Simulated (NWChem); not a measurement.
All runs are NWChem calculations. System: HISSe, charge 1, spin multiplicity 2, at the geometry of a parent with another charge or spin, in a state set for the comparison that need not be this species' ground state. Its SCF solution wasn't tested for a lower state. Level: PBE/x2c-SVPall-2c, spin-orbit ZORA.

Job file:

```
start mol
memory heap 200 mb stack 800 mb global 1000 mb
charge 1
geometry units angstroms nocenter noautoz noautosym
  Se    -0.733973    -0.217495     0.998928
  I      1.149947     0.560706    -0.545159
  S     -2.150021    -1.240446    -0.300625
  H     -1.591734    -2.475413    -0.260106
end
basis spherical
  * library x2c-svpall-2c
end
relativistic
  zora on
end
dft
  xc xpbe96 cpbe96
  odft
  mult 2
  semidirect memsize 60000000 filesize 0
  iterations 100
  grid fine
end
task sodft energy
```

NWChem printed:

```
             Northwest Computational Chemistry Package (NWChem) 7.3.0
             --------------------------------------------------------

                                NWChem Input Module
                                -------------------

 Scaling coordinates for geometry "geometry" by  1.889725989
 (inverse scale =  0.529177249)

                             Geometry "geometry" -> ""
                             -------------------------

 Output coordinates in angstroms (scale by  1.889725989 to convert to a.u.)

  No.       Tag          Charge          X              Y              Z
 ---- ---------------- ---------- -------------- -------------- --------------
    1 Se                  34.0000    -0.73397300    -0.21749500     0.99892800
    2 I                   53.0000     1.14994700     0.56070600    -0.54515900
    3 S                   16.0000    -2.15002100    -1.24044600    -0.30062500
    4 H                    1.0000    -1.59173400    -2.47541300    -0.26010600

 Effective nuclear repulsion energy (a.u.)     643.9251998372

            Nuclear Dipole moment (a.u.)
            ----------------------------
        X                 Y               Z
 ---------------- ---------------- ----------------
     0.0000736993     0.0000736993     0.0000359048


 Summary of "ao basis" -> "" (spherical)
 ------------------------------------------------------------------------------
       Tag                 Description            Shells   Functions and Types
 ---------------- ------------------------------  ------  ---------------------
 *                       x2c-svpall-2c                on all atoms

  pbe96 is a nonlocal functional; adding pw91lda local functional.

                                 NWChem DFT Module
                                 -----------------

 Summary of "ao basis" -> "ao basis" (spherical)
 ------------------------------------------------------------------------------
       Tag                 Description            Shells   Functions and Types
 ---------------- ------------------------------  ------  ---------------------
 Se                      x2c-svpall-2c              14       38   5s6p3d
[...]
   alpha      1      2      3      4      5      6      7      8      9     10
    beta      1      2      3      4      4      6      7      8      9     10
 overlap   1.136  1.378  1.588  0.859  0.256  0.721  0.721  0.722  1.196  1.198

   alpha     11     12     13     14     15     16     17     18     19     20
    beta     11      6      7      8     15     16     17     15     16     17
 overlap   1.204  0.184  0.184  0.184  0.151  0.159  0.174  0.123  0.149  0.149

   alpha     21     22     23     24     25     26     27     28     29     30
    beta      9     10     11     24     25     26     27     28     24     25
 overlap   0.009  0.010  0.009  0.708  0.708  0.708  0.708  0.708  0.231  0.231

   alpha     31     32     33     34     35     36     37     38     39     40
    beta     26     27     28     24     25     26     27     28     39     40
 overlap   0.231  0.231  0.231  0.025  0.025  0.025  0.025  0.026  1.171  1.531

   alpha     41     42     43     44     45     46     47     48     49     50
    beta     41     42     43     43     45     46     47     48     49     50
 overlap   1.850  2.068  1.062  0.245  1.285  1.284  1.285  1.640  1.637  1.643

   alpha     51     52     53     54     55     56     57     58     59     60
    beta     51     52     53     45     46     47     57     61     62     57
 overlap   1.374  1.361  1.406  0.014  0.014  0.014  0.211  0.196  0.257  0.202

   alpha     61     62     63     64     65     66     67     68     69     70
    beta     61     62     51     52     53     45     46     47     69     70
 overlap   0.208  0.271  0.026  0.026  0.028  0.060  0.060  0.059  1.155  1.155

   alpha     71     72     73     74     75     76     77     78     79     80
    beta     71     72     73     74     75     76     77     78     74     75
 overlap   1.155  1.155  1.155  1.133  1.133  1.132  1.134  1.133  0.022  0.022

   alpha     81     82     83     84     85     86     87     88     89     90
    beta     76     77     78     74     75     76     77     78     89     90
 overlap   0.022  0.019  0.022  0.017  0.017  0.017  0.017  0.017  1.090  1.320

   alpha     91     92     93     94     95     96     97     98     99    100
    beta     91     91     93     94     95    102     94    104    102    100
 overlap   0.593  0.282  0.983  0.978  0.988  0.015  0.013  0.019  0.181  0.136

   alpha    101    102    103    104    105    106    107    108    109    110
    beta    104    102    103    104    100      4    104    104     16    110
 overlap   0.223  0.218  0.128  0.288  0.017  0.009  0.013  0.015  0.011  0.178

   alpha    111    112    113    114
    beta    110     91    110    104
 overlap   0.046  0.006  0.015  0.010

     --------------------------
     Expectation value of S2:
     --------------------------
      <S2> =      0.7821 (Exact =     0.7500)

     Multipole analysis of the density
     ---------------------------------

     L   x y z        total         alpha         beta         nuclear
     -   - - -        -----         -----         ----         -------
     0   0 0 0      1.000000    -51.974686    -51.025314    104.000000

     1   1 0 0     -0.424833     -0.300610     -0.124297      0.000074
     1   0 1 0     -0.773031     -0.458325     -0.314780      0.000074
     1   0 0 1      0.078217     -0.152902      0.231083      0.000036

     2   2 0 0    -32.828875   -313.701225   -307.987077    588.859427
     2   1 1 0      5.779682   -151.583492   -150.509063    307.872237
     2   1 0 1     -2.336687     84.583394     82.343437   -169.263518
     2   0 2 0    -34.210894   -106.563717   -102.693761    175.046584
     2   0 1 1     -0.390759     30.770499     29.465434    -60.626693
     2   0 0 2    -37.761244   -112.104347   -108.467950    182.811054

 Task  times  cpu:       96.9s     wall:       96.9s

 Total times  cpu:       97.0s     wall:       97.0s
```
